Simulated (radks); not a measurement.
Results of a calculation; reference values are marked as such.
Problem. These are the eigenvalues of the occupied orbitals of an atom or ion with whole-number occupations (hartree). Code: a radial shooting solver on a logarithmic mesh with Libxc functionals. Model: non-relativistic Kohn-Sham, TPSS, spin-polarised, spherical densities, point nucleus; meta-GGA in the generalised Kohn-Sham scheme.

1s up: -1042.422
1s down: -1042.408
2s up: -165.2681
2s down: -165.2627
2p up: -155.4121
2p down: -155.4006
3s up: -42.16156
3s down: -42.15111
3p up: -38.09833
3p down: -38.08450
3d up: -30.64419
3d down: -30.62882
4s up: -16.04497
4s down: -15.95799
4p up: -14.55145
4p down: -14.46730

Which element is it, and in what charge state? The configuration may be excited. Open shells, if any, are filled with parallel spins first.

Solution. Z = 50, tin, charge +15: Sn15+ in [Ar] 3d10 4s2 4p5. The list shows which subshells hold electrons but not how many an open one holds; the 1s level, -1042.4 hartree, gives Z - s = 45.7 by -(Z - s)^2/2, which with screening narrows Z to a few neighbours, and the depths of the outer levels then fix element, charge and occupations together.
